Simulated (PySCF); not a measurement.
C2HCl3. Atoms are numbered in the order given.

```xyz
6

Cl     0.3503     2.2661     0.0000
C      0.9243     0.6436     0.0000
C      0.1094    -0.4366     0.0000
Cl    -1.6118    -0.3327     0.0000
Cl     0.7780    -2.0370     0.0000
H      2.0160     0.5193     0.0000
```
Charge 0, spin multiplicity 1.

Geometry: PBE-D3(BJ)/def2-SVP.

Level of theory: PBE-D3(BJ)/def2-SVP (PySCF).

Frequencies are harmonic and unscaled.

**Question.** List the normal modes with their intensities. (An estimate is asked for; the answer gives what the named calculation found.)

**Answer.** 
| mode | ν (cm⁻¹) | IR (km/mol) | moving atoms (share of kinetic energy) |
|---|---|---|---|
| 1 | 163 | 0.8 | Cl 92 % |
| 2 | 198 | 0.1 | C 63 %, Cl 28 %, H 9 % |
| 3 | 270 | 0.3 | Cl 88 %, C 11 % |
| 4 | 379 | 0.2 | Cl 90 %, C 9 % |
| 5 | 449 | 3.4 | C 84 %, H 11 % |
| 6 | 623 | 15.7 | C 58 %, Cl 38 % |
| 7 | 742 | 25.3 | H 76 %, C 23 % |
| 8 | 837 | 115.9 | C 71 %, Cl 25 % |
| 9 | 907 | 103.5 | C 80 %, H 10 %, Cl 10 % |
| 10 | 1196 | 8.5 | H 83 %, C 17 % |
| 11 | 1599 | 16.1 | C 97 % |
| 12 | 3158 | 11.2 | H 92 %, C 8 % |
